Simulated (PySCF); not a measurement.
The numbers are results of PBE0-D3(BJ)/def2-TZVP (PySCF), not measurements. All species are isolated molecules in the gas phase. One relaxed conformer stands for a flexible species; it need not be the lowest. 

Reference species (SMILES): `[SiH3][Si@H]1[SiH2]C1` (neutral, multiplicity 1).

- LUMO: -0.49 eV

Changed species: `[SiH2]=C[SiH2][SiH3]` (Si–C–Si–Si torsion 0°).

Problem. What does the change do to the LUMO?

Solution. the LUMO falls by 1.21 eV, to -1.70 eV.
